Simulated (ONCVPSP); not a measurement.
# Logarithmic derivatives: B, ONCV

boron (B), optimised norm-conserving Vanderbilt (ONCV), made with ONCVPSP 4.0.1 (PBE, scalar-relativistic). Core [He], reference 2s2 2p1. Waves: 2s: rc 1.65 bohr, ncon 3, nbas 6, qcut 5.1 1/bohr, 2 projectors, debl 2.3 Ha; 2p: rc 3.85 bohr, ncon 5, nbas 10, qcut 4.5 1/bohr, 1 projector; d scattering state at 0.12 Ha: rc 4.05 bohr, ncon 3, nbas 6, qcut 2.3 1/bohr, 1 projector. Local part: polynomial inside 1.15 bohr (lpopt 5, dvloc0 1 Ha). Core correction: Teter function, fcfact 3.5, rcfact 1.4.

The phase is arctan(r·R′/R) of the radial function R(r), unwrapped; energies in Ha, scanned from -2 to 5 Ha. A pole is an energy at which the radial function vanishes at the test radius. The pseudo phase is shifted by a multiple of π to meet the all-electron one at the reference energy, and phase errors are pseudo minus all-electron; the curves can meet again beyond the range given. Levels narrower than the energy grid can be missing from the lists of poles.

For each channel, where are the poles, and over which energies does the pseudopotential scatter like the atom?

```json
{"channel": "s", "radius (bohr)": "1.68", "reference energy (Ha)": "-0.35", "poles, all-electron": "1.34", "poles, pseudo": "1.34", "unbroken range about the reference energy with phases within 0.05 rad": "below 4.0", "phase error 1 Ha above the reference energy (rad)": "-0.000"}
{"channel": "p", "radius (bohr)": "3.90", "reference energy (Ha)": "-0.13", "poles, all-electron": "-0.07, 0.94, 2.63", "poles, pseudo": "-0.07, 1.08, 3.02", "unbroken range about the reference energy with phases within 0.05 rad": "below 0.1", "phase error 1 Ha above the reference energy (rad)": "+0.046"}
{"channel": "d", "radius (bohr)": "4.11", "reference energy (Ha)": "0.12", "poles, all-electron": "0.60, 1.82, 3.68", "poles, pseudo": "0.49, 0.67, 3.26", "unbroken range about the reference energy with phases within 0.05 rad": "below 0.5", "phase error 1 Ha above the reference energy (rad)": "-1.113"}
```

Note: no bound ghost flagged; GHOST(+) flagged for d at 14.1 eV.

Phases in the d channel:

| E (Ha) | all-electron | pseudo |
| --- | --- | --- |
| -1.98 | 1.435 | 1.435 |
| -1.80 | 1.428 | 1.427 |
| -1.62 | 1.420 | 1.419 |
| -1.44 | 1.410 | 1.409 |
| -1.26 | 1.398 | 1.397 |
| -1.08 | 1.383 | 1.382 |
| -0.90 | 1.363 | 1.363 |
| -0.72 | 1.337 | 1.336 |
| -0.54 | 1.299 | 1.298 |
| -0.36 | 1.238 | 1.237 |
| -0.18 | 1.119 | 1.119 |
| 0.00 | 0.789 | 0.789 |
| 0.18 | -0.474 | -0.474 |
| 0.36 | -1.289 | -1.286 |
| 0.54 | -1.523 | -4.576 |
| 0.72 | -1.674 | -4.741 |
| 0.90 | -1.925 | -4.838 |
| 1.08 | -3.446 | -4.961 |
| 1.26 | -4.411 | -5.213 |
| 1.44 | -4.578 | -6.096 |
| 1.62 | -4.654 | -7.214 |
| 1.80 | -4.706 | -7.526 |
| 1.98 | -4.754 | -7.646 |
| 2.16 | -4.813 | -7.710 |
| 2.34 | -4.917 | -7.751 |
| 2.52 | -5.305 | -7.780 |
| 2.70 | -7.230 | -7.802 |
| 2.88 | -7.633 | -7.821 |
| 3.06 | -7.734 | -7.837 |
| 3.24 | -7.784 | -7.852 |
| 3.42 | -7.817 | -7.867 |
| 3.60 | -7.843 | -7.882 |
| 3.78 | -7.867 | -7.899 |
| 3.96 | -7.891 | -7.918 |
| 4.14 | -7.922 | -7.944 |
| 4.32 | -7.967 | -7.984 |
| 4.50 | -8.057 | -8.055 |
| 4.68 | -8.395 | -8.251 |
| 4.86 | -10.326 | -9.484 |
